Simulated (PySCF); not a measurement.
# Simulated absorption spectrum

C3H6OSi.
SMILES: `O[SiH2]C1C=C1`

Method used: PySCF 2.14.0, density-fitted response routines, TDDFT B3LYP/def2-SVPD, vertical, gas phase, core orbitals frozen in the response. One conformer (not necessarily the lowest) at the GFN2-xTB geometry, without solvent, vibrations or thermal averaging. Torsions of this conformer, `[OH:1][SiH2:2][CH:3]1[CH:4]=[CH:5]1`: O1–Si2–C3–C4 -150°, H–O1–Si2–C3 180°.

Computed states:

```json
{"state": "S1", "E (eV)": "5.59", "f": "0.033"}
{"state": "S2", "E (eV)": "5.73", "f": "0.0005"}
{"state": "S3", "E (eV)": "6.26", "f": "0.0073"}
{"state": "S4", "E (eV)": "6.58", "f": "0.0081"}
{"state": "S5", "E (eV)": "6.79", "f": "0.0001"}
{"state": "S6", "E (eV)": "6.83", "f": "0.0004"}
{"state": "S7", "E (eV)": "7.02", "f": "0.065"}
{"state": "S8", "E (eV)": "7.23", "f": "0.011"}
```

Broadening: Gaussians 0.4 eV wide at half height, area fixed by f = 4.319×10⁻⁹ ∫ε dν̃. The cross-section is σ = 3.8235×10⁻²¹ ε cm², given in Mb (10⁻¹⁸ cm²). The width is an assumption, not a result. The curve ends short of the highest state used, and states not computed would add to its high-energy end.

**Question.** What does the envelope look like, and where are its maxima?

**Answer.** 
(λ (nm), σ (Mb)): (187.1, 3.35), (188.9, 2.93), (190.6, 2.76), (192.4, 2.65), (194.1, 2.57), (195.9, 2.46), (197.7, 2.30), (199.4, 2.06), (201.2, 1.73), (202.9, 1.41), (204.7, 1.14), (206.4, 1.06), (208.2, 1.24), (210.0, 1.78), (211.7, 2.62), (213.5, 3.84), (215.2, 5.18), (217.0, 6.60), (218.8, 7.77), (220.5, 8.46), (222.3, 8.62), (224.0, 8.23), (225.8, 7.34), (227.5, 6.22), (229.3, 4.92), (231.1, 3.67), (232.8, 2.64), (234.6, 1.77), (236.3, 1.16), (238.1, 0.71), (239.9, 0.41), (241.6, 0.24), (243.4, 0.13), (245.1, 0.07), (246.9, 0.03), (248.6, 0.02)

Maxima: 222 nm (5.59 eV), ε about 2300, made up of S1 (99%) (ε in L mol⁻¹ cm⁻¹; maxima over ε = 5, shares over 10%). At its high-energy end, 6.63 eV, the curve is still rising (ε about 880, from S4 and S7).

**Question.** Coming from long wavelengths, where does ε first pass 100 L mol⁻¹ cm⁻¹?

**Answer.** At about 240 nm (5.16 eV), 0.42 eV below S1.

**Question.** On this curve, what absorbance would a 10⁻⁵ mol/L sample give at 248 nm over a 1 cm path?

**Answer.** 248 nm is 4.999 eV, where ε is about 5.7 L mol⁻¹ cm⁻¹, so A = ε c l ≈ 5.7e-05 (Beer–Lambert, with the gas-phase spectrum and the assumed width).

**Question.** What would ε be at 5.59 eV, the highest of these maxima, with half the width (0.2 eV)?

**Answer.** About 4480 L mol⁻¹ cm⁻¹ against 2260, a factor of about 1.98; a lone state at its own centre would give exactly 2.
